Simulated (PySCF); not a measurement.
A compound of formula C16H9F7O2 has these computed shifts in ppm, with the number of atoms in brackets (GIAO KT3/pcSseg-1, gas phase, PySCF SCF with an in-house response code, fitting set def2-universal-JFIT, grid level 2, non-relativistic, on the GFN2-xTB geometry; 13C, 1H against isolated TMS; 19F against isolated CFCl3; 17O against isolated H2O).

1H: 7.36 (2), 7.23 (1), 7.13 (2), 7.07 (1), 6.99 (1), 6.82 (1), 6.80 (1)
13C: 153.5 (1), 152.2 (1), 151.4 (1), 123.1 (2), 122.7 (1), 120.4 (1), 119.7 (2), 117.5 (1), 112.9 (2), 111.4 (1), 106.6 (1), 106.4 (1), 102.3 (1)
17O: 186.7 (1), 158.1 (1)
19F: -159.4 (2), -161.8 (1), -162.0 (2), -164.1 (1), -171.0 (1)

Q: Which structure gave them?

A: FC1(F)C(F)(F)C(F)(Oc2cccc(Oc3ccccc3)c2)C1(F)F. Other isomers were not compared.
